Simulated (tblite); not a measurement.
Species: C8H7O2 (charge -1).
SMILES with atom numbers: `[CH3:1]/[CH:2]=[CH:3]/[CH:4]=[CH:5]/[C:6]#[C:7][C:8](=[O:9])[O-:10]` (hydrogens: H11, H12, H13 on C1; H14 on C2; H15 on C3; H16 on C4; H17 on C5)
Bond orders are those of one Lewis drawing.

Computed with GFN2-xTB (tblite), gas phase: L-BFGS steps from a force-field or distance-geometry start until the largest atomic force falls under 0.01 eV/Å.

Step 31: E = -787.8564 eV
```
atom  x, y, z in Å  |  force x, y, z in eV/Å
C1     -3.8383   -0.1644   -0.1342    0.011  -0.003   0.003
C2     -2.5015    0.2084    0.4214    0.008  -0.007   0.002
C3     -1.3380   -0.2384   -0.0610    0.005   0.018   0.027
C4     -0.0444    0.1248    0.4442    0.008   0.000  -0.002
C5      1.0997   -0.3349   -0.0995    0.005  -0.012  -0.013
C6      2.3991   -0.0357    0.3348   -0.010  -0.029  -0.026
C7      3.5554    0.1545    0.6476   -0.018   0.013   0.005
C8      5.0219    0.3825    1.0031   -0.066   0.004   0.008
O9      5.2130    0.9812    2.0660    0.043  -0.008  -0.009
O10     5.8092   -0.0723    0.1648   -0.001   0.024   0.025
H11    -4.2167    0.6337   -0.7787   -0.023  -0.025   0.009
H12    -4.5649   -0.3157    0.6645    0.012  -0.012  -0.002
H13    -3.7670   -1.0779   -0.7219   -0.027   0.027  -0.038
H14    -2.5159    0.9035    1.2516    0.042   0.004  -0.021
H15    -1.3447   -0.9295   -0.9002   -0.017   0.032   0.047
H16    -0.0115    0.7953    1.2938    0.017  -0.013  -0.021
H17     1.0375   -1.0031   -0.9567    0.010  -0.013   0.006
```

Step 32: E = -787.8570 eV
```
atom  x, y, z in Å  |  force x, y, z in eV/Å
C1     -3.8374   -0.1626   -0.1321   -0.024  -0.010  -0.012
C2     -2.4992    0.2081    0.4179   -0.018   0.000   0.014
C3     -1.3376   -0.2421   -0.0640    0.014   0.021   0.024
C4     -0.0449    0.1223    0.4406    0.037  -0.008  -0.003
C5      1.1004   -0.3376   -0.1001    0.008  -0.009  -0.016
C6      2.3981   -0.0349    0.3370    0.008  -0.033  -0.029
C7      3.5541    0.1576    0.6503   -0.034   0.014   0.008
C8      5.0205    0.3845    1.0051   -0.047   0.000  -0.003
O9      5.2147    0.9812    2.0688    0.038  -0.015  -0.020
O10     5.8059   -0.0700    0.1642   -0.013   0.033   0.043
H11    -4.2205    0.6391   -0.7686   -0.024  -0.015  -0.005
H12    -4.5600   -0.3185    0.6690    0.008  -0.016   0.012
H13    -3.7703   -1.0722   -0.7253   -0.022   0.011  -0.049
H14    -2.5144    0.9058    1.2449    0.063   0.018   0.001
H15    -1.3448   -0.9349   -0.9009   -0.019   0.020   0.036
H16    -0.0122    0.7932    1.2890    0.013   0.004  -0.004
H17     1.0407   -1.0069   -0.9564    0.013  -0.015   0.006
```

Step 33: E = -787.8578 eV
```
atom  x, y, z in Å  |  force x, y, z in eV/Å
C1     -3.8366   -0.1607   -0.1297   -0.057  -0.014  -0.025
C2     -2.4966    0.2077    0.4139   -0.041   0.010   0.023
C3     -1.3368   -0.2463   -0.0672    0.018   0.020   0.016
C4     -0.0449    0.1191    0.4362    0.057  -0.014  -0.001
C5      1.1015   -0.3411   -0.1011    0.008  -0.008  -0.017
C6      2.3969   -0.0346    0.3391    0.027  -0.035  -0.032
C7      3.5518    0.1618    0.6539   -0.041   0.016   0.015
C8      5.0178    0.3871    1.0077   -0.006  -0.001  -0.010
O9      5.2175    0.9809    2.0719    0.016  -0.016  -0.020
O10     5.8016   -0.0666    0.1642   -0.028   0.032   0.043
H11    -4.2258    0.6454   -0.7562   -0.026  -0.001  -0.019
H12    -4.5539   -0.3223    0.6748    0.003  -0.023   0.024
H13    -3.7749   -1.0650   -0.7304   -0.014  -0.005  -0.056
H14    -2.5112    0.9092    1.2367    0.077   0.034   0.026
H15    -1.3456   -0.9413   -0.9012   -0.018   0.002   0.016
H16    -0.0128    0.7908    1.2831    0.012   0.024   0.017
H17     1.0449   -1.0120   -0.9560    0.013  -0.021  -0.001
```

Step 34: E = -787.8588 eV
```
atom  x, y, z in Å  |  force x, y, z in eV/Å
C1     -3.8362   -0.1584   -0.1268   -0.078  -0.013  -0.033
C2     -2.4934    0.2076    0.4091   -0.055   0.022   0.028
C3     -1.3357   -0.2512   -0.0708    0.010   0.016   0.006
C4     -0.0441    0.1149    0.4306    0.057  -0.016   0.005
C5      1.1031   -0.3464   -0.1031    0.006  -0.007  -0.017
C6      2.3954   -0.0352    0.3409    0.047  -0.035  -0.036
C7      3.5480    0.1679    0.6591   -0.035   0.019   0.026
C8      5.0133    0.3906    1.0111    0.048   0.004  -0.008
O9      5.2215    0.9803    2.0760   -0.018  -0.009  -0.005
O10     5.7951   -0.0617    0.1645   -0.039   0.019   0.020
H11    -4.2330    0.6535   -0.7402   -0.027   0.013  -0.029
H12    -4.5455   -0.3282    0.6827   -0.004  -0.033   0.029
H13    -3.7806   -1.0554   -0.7385   -0.004  -0.016  -0.053
H14    -2.5053    0.9146    1.2265    0.083   0.043   0.047
H15    -1.3471   -0.9494   -0.9010   -0.014  -0.018  -0.003
H16    -0.0128    0.7880    1.2755    0.014   0.042   0.035
H17     1.0504   -1.0196   -0.9558    0.010  -0.030  -0.012
```

**Question.** Estimate the geometry and energy of step 35. (The exact step hangs on the optimiser's Hessian estimate; all steps are aligned on step 34, rigid shifts and turns removed.)

**Answer.** E = -787.8603 eV, largest force 0.104 eV/Å
```
atom  x, y, z in Å  |  force x, y, z in eV/Å
C1     -3.8360   -0.1556   -0.1236   -0.080  -0.004  -0.031
C2     -2.4895    0.2083    0.4034   -0.055   0.033   0.024
C3     -1.3341   -0.2570   -0.0750   -0.011   0.011  -0.005
C4     -0.0421    0.1092    0.4234    0.032  -0.012   0.014
C5      1.1052   -0.3545   -0.1068    0.003  -0.008  -0.015
C6      2.3934   -0.0376    0.3419    0.068  -0.032  -0.039
C7      3.5417    0.1772    0.6669   -0.015   0.022   0.040
C8      5.0068    0.3959    1.0160    0.099   0.012   0.002
O9      5.2263    0.9795    2.0817   -0.057   0.005   0.021
O10     5.7846   -0.0548    0.1648   -0.040  -0.004  -0.022
H11    -4.2426    0.6644   -0.7192   -0.031   0.020  -0.032
H12    -4.5339   -0.3375    0.6934   -0.013  -0.045   0.020
H13    -3.7868   -1.0426   -0.7504    0.004  -0.017  -0.035
H14    -2.4960    0.9234    1.2138    0.077   0.040   0.057
H15    -1.3498   -0.9600   -0.9004   -0.006  -0.033  -0.016
H16    -0.0113    0.7848    1.2659    0.020   0.052   0.041
H17     1.0570   -1.0311   -0.9562    0.003  -0.039  -0.024
```

The energy changes by -0.0014 eV. The first-order estimate −F·Δx gives -0.0019 eV and the mean of the old and new forces, exact on a quadratic surface, -0.0014 eV. The step makes an angle of 81° with the force vector and moves no atom by more than 0.026 Å.

The cost below is that of the whole relaxation. The run took 1.1 s of wall time on Arm Neoverse V1, one thread, shared host with 32 logical CPUs at a one-minute load of 25.
